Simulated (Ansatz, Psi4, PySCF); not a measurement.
FS (SMILES F[S]), doublet, at a GFN2-xTB geometry. Base run: PySCF with MP2/6-311G**.

The PySCF input:
```python
from pyscf import gto, scf, mp

mol = gto.Mole()
mol.atom = '''
    S    -0.000000   -0.000000   -0.585537
    F     0.000000    0.000000    1.040954
'''
mol.basis = '6-311g**'
mol.charge = 0
mol.spin = 1
mol.verbose = 4
mol.build()

mf = scf.UHF(mol)
mf.kernel()

pt = mp.MP2(mf)
pt.kernel()
print('E(MP2) = %.10f' % pt.e_tot)
```

The same geometry, method and basis name were run in Ansatz (an electronic-structure program) and Psi4 and PySCF, at each program's defaults and at the settings that a row names. The base is PySCF at its defaults. Differences at the defaults can come from grids, fitting, cores and function types together.

```tsv
code and settings	ΔE vs base (mEh)	basis functions	E (Eh)	SCF cycles
PySCF, defaults (exact integrals, spherical functions, all electrons correlated)	0.000	44	-497.38057	12
Psi4, defaults (density fitting with its default set, spherical functions, all electrons correlated)	0.605	44	-497.37997	14
Ansatz, defaults (factorised integrals, Cartesian functions, frozen core)	137.6	45	-497.24295	-
PySCF, frozen core	139.0	44	-497.24154	12
Psi4, exact integrals, spherical functions, frozen core	139.0	44	-497.24154	14
Ansatz, high accuracy, frozen core, Cartesian functions as the basis file defines them	137.6	45	-497.24295	-
```

Open shells are given as the SCF converged; they aren't shown to be the lowest states, and a large step between rows can be another state.
